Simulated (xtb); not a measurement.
xtb input (GFN2-xTB):

```bash
xtb mol.xyz --gfn 2 --sp --chrg -1 --uhf 0
```
mol.xyz:
```
13

C      1.76498718    -0.01523635    -0.70131323
Si     0.15870018     0.00402150    -0.01508155
C     -0.80482382    -1.61625351    -0.28930116
C     -0.91528823     1.45054746    -0.63393333
F     -0.09530044     0.18088228     1.64017549
H      2.39382975    -0.90187514    -0.63721467
H      2.32871347     0.90593493    -0.84036757
H     -1.07356394    -1.73847893    -1.34156311
H     -0.18413358    -2.47237458    -0.00654312
H     -1.71981335    -1.65511855     0.31064982
H     -0.35927096     2.38992890    -0.55294513
H     -1.18362319     1.31707364    -1.68493124
H     -1.83548761     1.55632266    -0.05023632
```

Output:

```
           -------------------------------------------------
          |                Calculation Setup                |
           -------------------------------------------------

           -------------------------------------------------
          |                 G F N 2 - x T B                 |
           -------------------------------------------------

        Reference                      10.1021/acs.jctc.8b01176
      * Hamiltonian:
        H0-scaling (s, p, d)           1.850000    2.230000    2.230000
        zeta-weighting                 0.500000
      * Dispersion:
        s8                             2.700000
        a1                             0.520000
        a2                             5.000000
        s9                             5.000000
      * Repulsion:
        kExp                           1.500000    1.000000
        rExp                           1.000000
      * Coulomb:
        alpha                          2.000000
        third order                    shell-resolved
        anisotropic                    true
        a3                             3.000000
        a5                             4.000000
        cn-shift                       1.200000
        cn-exp                         4.000000
        max-rad                        5.000000

          ...................................................
          :                      SETUP                      :
          :.................................................:
          :  # basis functions                  34          :
          :  # atomic orbitals                  33          :
          :  # shells                           19          :
          :  # electrons                        32          :
          :  max. iterations                   250          :
          :  Hamiltonian                  GFN2-xTB          :
          :  restarted?                      false          :
          :  GBSA solvation                  false          :
          :  PC potential                    false          :
          :  electronic temp.          300.0000000     K    :
          :  accuracy                    1.0000000          :
          :  -> integral cutoff          0.2500000E+02      :
          :  -> integral neglect         0.1000000E-07      :
          :  -> SCF convergence          0.1000000E-05 Eh   :
          :  -> wf. convergence          0.1000000E-03 e    :
          :  Broyden damping             0.4000000          :
          :  net charge                         -1          :
          :  unpaired electrons                  0          :
          ...................................................

 iter      E             dE          RMSdq      gap      omega  full diag
   1    -17.2294276 -0.172294E+02  0.550E+00    6.32       0.0  T
   2    -17.2979702 -0.685426E-01  0.694E+00    3.94       1.0  T
   3    -17.3120588 -0.140886E-01  0.641E+00    4.11       1.0  T
   4    -17.2607503  0.513085E-01  0.341E+00    3.96       1.0  T
   5    -17.3333788 -0.726285E-01  0.114E+00    4.79       1.0  T
   6    -17.3341591 -0.780375E-03  0.153E-01    5.02       1.0  T
   7    -17.3341635 -0.432168E-05  0.739E-02    5.04       1.0  T
   8    -17.3341770 -0.135359E-04  0.251E-02    5.04       1.1  T
   9    -17.3341794 -0.243150E-05  0.130E-02    5.03       2.1  T
  10    -17.3341796 -0.161117E-06  0.578E-03    5.03       4.8  T
  11    -17.3341797 -0.148431E-06  0.124E-03    5.03      22.3  T
  12    -17.3341797 -0.327202E-08  0.595E-04    5.03      46.6  T
  13    -17.3341797 -0.125332E-08  0.238E-04    5.03     116.4  T

   *** convergence criteria satisfied after 13 iterations ***

         #    Occupation            Energy/Eh            Energy/eV
      -------------------------------------------------------------
         1        2.0000           -0.6089940             -16.5716
       ...           ...                  ...                  ...
        10        2.0000           -0.2801389              -7.6230
        11        2.0000           -0.2798851              -7.6161
        12        2.0000           -0.2627887              -7.1508
        13        2.0000           -0.2313740              -6.2960
        14        2.0000           -0.1941848              -5.2840
        15        2.0000           -0.1832214              -4.9857
        16        2.0000           -0.0899519              -2.4477 (HOMO)
        17                          0.0948508               2.5810 (LUMO)
        18                          0.1010356               2.7493
        19                          0.1344029               3.6573
        20                          0.2391419               6.5074
        21                          0.2397784               6.5247
       ...                                ...                  ...
        33                          1.0106579              27.5014
      -------------------------------------------------------------
                  HL-Gap            0.1848027 Eh            5.0287 eV
             Fermi-level            0.0024495 Eh            0.0667 eV

 SCC (total)                   0 d,  0 h,  0 min,  0.008 sec
 SCC setup                      ...        0 min,  0.000 sec (  1.007%)
 Dispersion                     ...        0 min,  0.000 sec (  0.673%)
 classical contributions        ...        0 min,  0.000 sec (  0.245%)
 integral evaluation            ...        0 min,  0.001 sec ( 14.588%)
 iterations                     ...        0 min,  0.005 sec ( 53.979%)
 molecular gradient             ...        0 min,  0.002 sec ( 28.489%)
 printout                       ...        0 min,  0.000 sec (  0.881%)

         :::::::::::::::::::::::::::::::::::::::::::::::::::::
         ::                     SUMMARY                     ::
         :::::::::::::::::::::::::::::::::::::::::::::::::::::
         :: total energy             -17.138407912226 Eh    ::
         :: gradient norm              0.036222159685 Eh/a0 ::
         :: HOMO-LUMO gap              5.028736842737 eV    ::
         ::.................................................::
         :: SCC energy               -17.334161368387 Eh    ::
         :: -> isotropic ES            0.143788437849 Eh    ::
         :: -> anisotropic ES          0.019098724415 Eh    ::
         :: -> anisotropic XC         -0.004735961349 Eh    ::
         :: -> dispersion             -0.008634765144 Eh    ::
         :: repulsion energy           0.195753456161 Eh    ::
         :: add. restraining           0.000000000000 Eh    ::
         :: total charge              -1.000000000000 e     ::
         :::::::::::::::::::::::::::::::::::::::::::::::::::::

           -------------------------------------------------
          |                Property Printout                |
           -------------------------------------------------

    * Orbital Energies and Occupations

         #    Occupation            Energy/Eh            Energy/eV
      -------------------------------------------------------------
         1        2.0000           -0.6089940             -16.5716
       ...           ...                  ...                  ...
         4        2.0000           -0.3728614             -10.1461
         5        2.0000           -0.3081771              -8.3859
         6        2.0000           -0.2949434              -8.0258
         7        2.0000           -0.2929898              -7.9727
         8        2.0000           -0.2901114              -7.8943
         9        2.0000           -0.2883078              -7.8453
        10        2.0000           -0.2801389              -7.6230
        11        2.0000           -0.2798851              -7.6161
        12        2.0000           -0.2627887              -7.1508
        13        2.0000           -0.2313740              -6.2960
        14        2.0000           -0.1941848              -5.2840
        15        2.0000           -0.1832214              -4.9857
        16        2.0000           -0.0899519              -2.4477 (HOMO)
        17                          0.0948508               2.5810 (LUMO)
        18                          0.1010356               2.7493
        19                          0.1344029               3.6573
        20                          0.2391419               6.5074
        21                          0.2397784               6.5247
        22                          0.2983265               8.1179
        23                          0.3519725               9.5777
        24                          0.3750576              10.2058
        25                          0.3788850              10.3100
        26                          0.3794461              10.3253
        27                          0.4144858              11.2787
       ...                                ...                  ...
        33                          1.0106579              27.5014
      -------------------------------------------------------------
                  HL-Gap            0.1848027 Eh            5.0287 eV
             Fermi-level            0.0024495 Eh            0.0667 eV

     #   Z          covCN         q      C6AA      α(0)
     1   6 C        2.736    -0.343    37.749    10.059
     2  14 Si       3.337     0.443   115.805    21.567
     3   6 C        3.646    -0.169    24.186     7.067
     4   6 C        3.646    -0.169    24.186     7.067
     5   9 F        0.703    -0.383    13.323     4.310
     6   1 H        0.925    -0.060     4.337     3.257
     7   1 H        0.925    -0.060     4.337     3.257
     8   1 H        0.924    -0.045     3.968     3.115
     9   1 H        0.924    -0.049     4.079     3.158
    10   1 H        0.924    -0.035     3.742     3.025
    11   1 H        0.924    -0.049     4.079     3.158
    12   1 H        0.924    -0.045     3.968     3.115
    13   1 H        0.924    -0.035     3.742     3.025

 Mol. C6AA /au·bohr⁶  :       2113.849517
 Mol. C8AA /au·bohr⁸  :      59997.329894
 Mol. α(0) /au        :         75.181675

Wiberg/Mayer (AO) data.
largest (>0.10) Wiberg bond orders for each atom

 ---------------------------------------------------------------------------
     #   Z sym  total        # sym  WBO       # sym  WBO       # sym  WBO
 ---------------------------------------------------------------------------
     1   6 C    3.681 --     2 Si   1.593     6 H    0.974     7 H    0.974
     2  14 Si   4.033 --     1 C    1.593     5 F    0.897     4 C    0.792
                             3 C    0.792
     3   6 C    3.931 --     9 H    1.014     8 H    1.010    10 H    1.003
                             2 Si   0.792
     4   6 C    3.931 --    11 H    1.014    12 H    1.010    13 H    1.003
                             2 Si   0.792
     5   9 F    1.021 --     2 Si   0.897
     6   1 H    0.996 --     1 C    0.974
     7   1 H    0.996 --     1 C    0.974
     8   1 H    0.998 --     3 C    1.010
     9   1 H    0.998 --     3 C    1.014
    10   1 H    0.999 --     3 C    1.003
    11   1 H    0.998 --     4 C    1.014
    12   1 H    0.998 --     4 C    1.010
    13   1 H    0.999 --     4 C    1.003
 ---------------------------------------------------------------------------

Topologies differ in total number of bonds
Writing topology from bond orders to xtbtopo.mol

molecular dipole:
                 x           y           z       tot (Debye)
 q only:       -0.446      -0.015       0.008
   full:       -1.233      -0.038       0.058       3.139
molecular quadrupole (traceless):
                xx          xy          yy          xz          yz          zz
 q only:       -2.104       0.161       0.212       2.166       0.271       1.893
  q+dip:       -0.783       0.186       1.645       2.442      -0.195      -0.862
   full:       -2.225       0.200       4.129       3.837      -0.546      -1.903
Note: The following floating-point exceptions are signalling: IEEE_UNDERFLOW_FLAG IEEE_DENORMAL
normal termination of xtb

           -------------------------------------------------
          | TOTAL ENERGY              -17.138407912226 Eh   |
          | GRADIENT NORM               0.036222159685 Eh/α |
          | HOMO-LUMO GAP               5.028736842737 eV   |
           -------------------------------------------------

------------------------------------------------------------------------
------------------------------------------------------------------------
 total:
 SCF:
```

It need not be the lowest isomer of its formula. Whether it binds its extra electron was not tested at this geometry.
